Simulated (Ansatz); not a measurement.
Input and output for CCl$_{3}$GeN, SMILES `N#[C][Ge]([Cl])([Cl])[Cl]`.

```yaml
crystal:
  periodic: [false, false, false]
  atoms:
    - {symbol: N, position_ang: [1.821848, -1.547311, 1.149872]}
    - {symbol: C, position_ang: [0.919517, -0.922524, 0.579632]}
    - {symbol: Ge, position_ang: [-0.398998, 0.470743, -0.203243]}
    - {symbol: Cl, position_ang: [-1.952362, -0.920156, -0.962467]}
    - {symbol: Cl, position_ang: [0.708516, 1.293282, -1.676163]}
    - {symbol: Cl, position_ang: [-1.022701, 1.575401, 1.195317]}
basis:
  gaussian: {orbitals: aug-pcseg-2, fitting: {mean_field: cc-pVTZ-jkfit}, final_grid: {core_spheres: 8, valence_spheres: 7, degree: 23}, nuclear_model: gaussian}
hamiltonian: {xc: {name: HSE06}}
```

```sh
$ ansatz run in.yaml --threads 4 --pin off --events-out ev --progress --plain --max-ram 10444MiB
```

Shortened log:

```
Functional definition: HSE06
728 factors; integrals over basis functions are off by at most 9.4e-1 eV
728 factors; integrals over basis functions are off by at most 1.0e-5 eV
mean field evaluation 1: about -96590.0696 eV, gradient 4.7e1 eV
mean field evaluation 2: about -96568.3106 eV, gradient 1.0e2 eV
mean field evaluation 4: about -96594.7802 eV, gradient 9.8e0 eV
mean field evaluation 8: about -96594.9817 eV, gradient 6.3e-2 eV
mean field evaluation 16: about -96594.9802 eV, gradient 2.5e-5 eV
mean field -96594.98017720 eV, -3549.8000470830 hartree, gradient 2.5e-5 eV, S^2 0.000000; 0 other end points of the search recorded, 0 dependent functions left out
reference -96594.98025534 eV, -3549.8000499544 hartree; 48, 48 occupied and 253, 253 virtual orbitals, 728 factors
Total energy: -96594.98025534 eV, -3549.8000499544 hartree
```

It took 4.2 s on 4 threads of an Arm Neoverse V2 on a shared host, with 1.1 GiB of host memory at the peak.
